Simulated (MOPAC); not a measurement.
MOPAC input (MNDO):

```
MNDO 1SCF UHF MS=0.5 GEO-OK AUX(PRECISION=9) THREADS=1
H5BN

B    -0.96009521 1    0.13120463 1   -0.01370137 1
N     0.63504834 1   -0.13477306 1   -0.03981207 1
H    -1.21385758 1    1.20242986 1   -0.47732170 1
H    -1.43957867 1   -0.29568526 1    0.99363338 1
H     0.83054334 1   -1.10846828 1    0.17477974 1
H     1.17231349 1    0.43494880 1    0.62287371 1
H     1.00571709 1    0.05416318 1   -0.96677382 1
```

From the last part of the output:

```
                                                       MOPAC v23.2.5 Linux

          FINAL HEAT OF FORMATION =         26.60443 KCAL/MOL =     111.31295 KJ/MOL

          COSMO AREA              =         75.70 SQUARE ANGSTROMS
          COSMO VOLUME            =         56.62 CUBIC ANGSTROMS

          IONIZATION POTENTIAL    =          6.861111 EV
          ALPHA SOMO LUMO (EV)    =         -6.861  1.903
          BETA  SOMO LUMO (EV)    =        -11.526  1.831
          NO. OF ALPHA ELECTRONS  =          7
          NO. OF BETA  ELECTRONS  =          6
          MOLECULAR WEIGHT        =         29.8562         POINT GROUP:  Cs

          MOLECULAR DIMENSIONS (Angstroms)

            Atom       Atom       Distance
            H     7    H     4     3.15358
            H     5    H     3     3.01533
            H     6    B     1     1.56988

          SCF CALCULATIONS        =          1

   ATOM   CHEMICAL          X               Y               Z
  NUMBER   SYMBOL      (ANGSTROMS)     (ANGSTROMS)     (ANGSTROMS)

     1       B         -0.96009521  *   0.13120463  *  -0.01370137  *
     2       N          0.63504834  *  -0.13477306  *  -0.03981207  *
     3       H         -1.21385758  *   1.20242986  *  -0.47732170  *
     4       H         -1.43957867  *  -0.29568526  *   0.99363338  *
     5       H          0.83054334  *  -1.10846828  *   0.17477974  *
     6       H          1.17231349  *   0.43494880  *   0.62287371  *
     7       H          1.00571709  *   0.05416318  *  -0.96677382  *

                             CARTESIAN COORDINATES

   1    B       -0.960095210     0.131204630    -0.013701370
   2    N        0.635048340    -0.134773060    -0.039812070
   3    H       -1.213857580     1.202429860    -0.477321700
   4    H       -1.439578670    -0.295685260     0.993633380
   5    H        0.830543340    -1.108468280     0.174779740
   6    H        1.172313490     0.434948800     0.622873710
   7    H        1.005717090     0.054163180    -0.966773820

           Empirical Formula: H5 N B  =     7 atoms

      MOLECULAR POINT GROUP   :   Cs

          ALPHA EIGENVALUES
 -36.13087 -20.28696 -19.05288 -18.89592 -14.26584 -11.87000  -6.86111   1.90346
   3.59730   3.91724   4.42746   6.17202   7.13829

           BETA EIGENVALUES
 -36.00620 -19.55938 -18.98671 -18.76965 -13.91521 -11.52647   1.83112   2.60637
   3.96521   3.97764   4.66797   6.82877   8.01050

              NET ATOMIC CHARGES AND DIPOLE CONTRIBUTIONS

  ATOM NO.   TYPE          CHARGE      No. of ELECS.   s-Pop       p-Pop
    1          B          -0.237911        3.2379     1.40661     1.83130
    2          N           0.035985        4.9640     1.47579     3.48822
    3          H          -0.108798        1.1088     1.10880
    4          H          -0.108798        1.1088     1.10880
    5          H           0.150784        0.8492     0.84922
    6          H           0.117954        0.8820     0.88205
    7          H           0.150784        0.8492     0.84922
 DIPOLE           X         Y         Z       TOTAL
 POINT-CHG.     4.588    -1.164    -0.482     4.757
 HYBRID         0.870     0.373     0.513     1.077
 SUM            5.458    -0.791     0.032     5.515

          ATOMIC ORBITAL ELECTRON POPULATIONS

     Atom    s        px        py        pz
    1  B   1.40661   0.45565   0.70015   0.67550
    2  N   1.47579   1.32070   1.09053   1.07699
    3  H   1.10880
    4  H   1.10880
    5  H   0.84922
    6  H   0.88205
    7  H   0.84922

                    (SZ)    =    0.500000
                    (S**2)  =    0.751015

          ATOMIC ORBITAL SPIN POPULATIONS

    Atom   Total    s     px     py     pz
         Atomic
    1  B  0.7454  0.227 -0.001  0.251  0.268
    2  N  0.0431  0.031  0.009  0.003 -0.000
    3  H  0.0824  0.082
    4  H  0.0824  0.082
    5  H -0.0034 -0.003
    6  H  0.0535  0.053
    7  H -0.0034 -0.003

 **********************
 *                    *
 * JOB ENDED NORMALLY *
 *                    *
 **********************

 == MOPAC DONE ==
```

The geometry given is a B3LYP-D3(BJ)/def2-TZVP minimum.
